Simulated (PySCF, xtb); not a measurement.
CHAlClNO₂, SMILES [OH][Al]([Cl])[N]=C=O. One conformer was computed; it need not be the lowest.

Harmonic wavenumbers (cm⁻¹) from GFN2-xTB (xtb 6.7.1) at its own minimum, in rising order: 37, 73, 140, 192, 257, 283, 417, 439, 508, 518, 634, 925, 1485, 2496, 3780.

**Question.** What does PySCF with PBE-D3(BJ)/def2-SVP give at its own minimum? (Estimate from the structure and the level; the computed values follow.)

**Answer.** 54, 86, 179, 218, 247, 332, 440, 554, 592, 603, 657, 893, 1465, 2385, 3816. Paired by order, the mean absolute difference is 45 cm⁻¹ and the zero-point energies are 17.4 and 17.9 kcal/mol.
